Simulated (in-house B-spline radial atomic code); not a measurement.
A run on As⁻ that did not converge. Method: scalar-relativistic (X2C) TPSSh, spin-polarised, spherical fractional occupations, exact exchange averaged over the configuration, Fermi nucleus of rms radius 4.0968 fm; computed with a B-spline radial code for spherical atoms.

Command:
```bash
python run_scf.py task.json out
```
Settings (nuclear radius in fm, mass in u):
```
Z                33
configuration    [Ar] 3d10 4s2 4p4
hamiltonian      x2c
method           tpssh
spin_polarised   True
nucleus          fermi
rms_radius       4.0968
atomic_mass      74.92159
speed_of_light   137.035999084
exact_exchange   averaged over the configuration
```

First and last ten iterations of the last attempt (damped for 15 steps, keeping 80 % of the old Fock matrix, then DIIS):
```
 iter        energy (Eh)    residual
    1       -2260.694616    5.26e-02
    2       -2260.671704    3.44e-02
    3       -2260.713666    2.17e-02
    4       -2260.734083    1.38e-02
    5       -2260.744166    9.15e-03
    6       -2260.749147    6.01e-03
    7       -2260.709262    1.48e-02
    8       -2260.743471    9.28e-03
    9       -2260.749201    5.97e-03
   10       -2260.709301    1.48e-02
  111       -2260.724571    1.72e-02
  112       -2260.741537    1.02e-02
  113       -2260.698782    1.82e-02
  114       -2260.749330    5.39e-03
  115       -2260.706403    1.59e-02
  116       -2260.710352    1.47e-02
  117       -2260.709461    1.50e-02
  118       -2260.708688    1.52e-02
  119       -2260.708538    1.52e-02
  120       -2260.708062    1.53e-02
 not converged after 120 iterations
```

The smallest residual met was 4.1e-03; the threshold is about 3e-07. No energy from this run should be used. Time taken, with all properties: 9.7 s on 1 thread of Arm Neoverse N1, with other jobs on the host.
